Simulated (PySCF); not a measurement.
A structure optimised at PBE-D3(BJ)/def2-SVP, used in a PySCF frequency run:

```xyz
13

C     -1.8870    -0.0950     0.2609
C     -0.4819    -0.5203    -0.1516
N      0.4879     0.5347     0.0959
C      1.8485     0.1770    -0.2552
H     -2.1808     0.8369    -0.2622
H     -2.6307    -0.8827     0.0281
H     -1.9419     0.1001     1.3534
H     -0.2174    -1.4898     0.3564
H     -0.4657    -0.7478    -1.2418
H      0.4442     0.8081     1.0856
H      2.5414     1.0021     0.0069
H      1.9257     0.0209    -1.3530
H      2.2324    -0.7609     0.2303
```
Charge 0, spin multiplicity 1.

Q: Write its SMILES and formula.

A: CCNC, C3H9N

Q: What are its rotational constants (standard atomic weights)?

A: 25.959, 3.8841, 3.6404 GHz
